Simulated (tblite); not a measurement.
Species: C5H13NOSi2.
Bonds: C1–C2 (double), C2–Si3, Si3–N4, C2–C5, C5–O6 (double), C5–C7, C7–C8, C8–Si9. Hydrogens: H10, H11 on C1; H12, H13 on Si3; H14, H15 on N4; H16, H17 on C7; H18, H19 on C8; H20, H21, H22 on Si9.

A start from a force field or distance geometry was refined with GFN2-xTB geometry optimisation, gas phase in tblite 0.8.0. Values at the start:

```
  coordinate    start
       C1=C2  1.335 Å
      C1–H10  1.071 Å
      C1–H11  1.100 Å
      C2–Si3  1.845 Å
       C2–C5  1.517 Å
     Si3–H12  1.478 Å
     Si3–H13  1.485 Å
      N4–H14  1.018 Å
       C5=O6  1.223 Å
       C5–C7  1.536 Å
       C7–C8  1.543 Å
      C7–H16  1.092 Å
      C8–Si9  1.864 Å
      C8–H18  1.105 Å
     Si9–H20  1.486 Å
     Si9–H21  1.491 Å
   C1–C2–Si3   125.1°
    C1–C2–C5   121.0°
   C2–Si3–N4   109.4°
    C2–C5–O6   120.7°
    C2–C5–C7   117.9°
   Si3–C2–C5   113.9°
    C5–C7–C8   113.2°
   C7–C8–Si9   116.3°
C1–C2–Si3–N4       5°
 C1–C2–C5–O6    -161°
 C2–C5–C7–C8     164°
C5–C7–C8–Si9     -73°
```

**Question.** How do these coordinates change at the GFN2-xTB level?

**Answer.** 
```tsv
coordinate	GFN2-xTB (Å or °)	change
C2–C5	1.462	-0.055
C2–Si3	1.898	+0.053
C8–Si9	1.914	+0.050
C5–C7	1.501	-0.035
Si9–H21	1.456	-0.035
Si3–H13	1.458	-0.027
C1–H11	1.077	-0.023
C7–C8	1.522	-0.021
C8–H18	1.091	-0.014
Si3–H12	1.468	-0.010
N4–H14	1.008	-0.010
C1–H10	1.080	+0.009
C1=C2	1.329	-0.006
Si9–H20	1.482	-0.004
C7–H16	1.096	+0.004
C5=O6	1.220	-0.003
C2–Si3–N4	104.4	-5.0
Si3–C2–C5	109.5	-4.4
C7–C8–Si9	112.7	-3.6
C2–C5–C7	121.4	+3.5
C5–C7–C8	110.4	-2.8
C2–C5–O6	118.0	-2.7
C1–C2–C5	123.4	+2.4
C1–C2–Si3	126.6	+1.5
C1–C2–C5–O6	155	-44
C2–C5–C7–C8	-157	+39
C5–C7–C8–Si9	-43	+30
C1–C2–Si3–N4	13	+8
```

The energy falls by 11.9 kcal/mol over 237 L-BFGS steps, the largest force on an atom goes from 1.82 to 0.009 eV/Å, and the atoms move by 0.628 Å rms after alignment. The bond that changes most is C2–C5 (fully substituted alkene carbon to ketone carbonyl carbon), which shortens by 0.055 Å. Bonds longer at the end by more than 0.005 Å: 3 of 21; shorter: 12. Among the dihedrals that turn most is H18–C8–Si9–H21, from -67° to -22°. Rotational constants go from 2444, 496.8, 462.2 to 2607, 569.5, 489.2 MHz.

The run took 2.5 s wall on one thread, Arm Neoverse V1 (aarch64), no GPU, shared host.

Its GFN2-xTB frequencies are all real (lowest 33 cm⁻¹). One conformer, not necessarily the lowest. 3 starts were optimised and ended at 0.00, 4.51 and 4.93 kcal/mol (GFN2-xTB); the lowest of these is shown.

The numbers are calculated, not measured.
